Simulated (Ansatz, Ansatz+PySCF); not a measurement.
```yaml
atoms:
  - { symbol: H, position_ang: [-0.0065, 0.0383, -1.2210] }
  - { symbol: B, position_ang: [-0.0359, -0.0308, -0.0212] }
  - { symbol: O, position_ang: [-0.0272, 0.0260, 1.2274] }
```

Basis set: def2-SVP (spherical functions). Frozen core: 2 orbitals. Charge 0, multiplicity 1.

Computed with Ansatz (development build ahead of 0.2.0); each method stands on the lowest determinant of its kind that the runs found. Restricted open shells among the atoms or ions are ROHF, correlated in semicanonical orbitals with singles.

(1) Give the atomization energy at this shape (free ground-state atoms in the same class of orbitals less the molecule, no zero-point energy) of singlet BHO by RHF-CCSD(T), UHF-MP2, RHF, UHF.

## Answers

(1)

| method | atomization energy |
| --- | --- |
| RHF-CCSD(T) | 12.92 eV |
| UHF-MP2 | 13.51 eV |
| RHF | 10.01 eV |
| UHF | 9.79 eV |
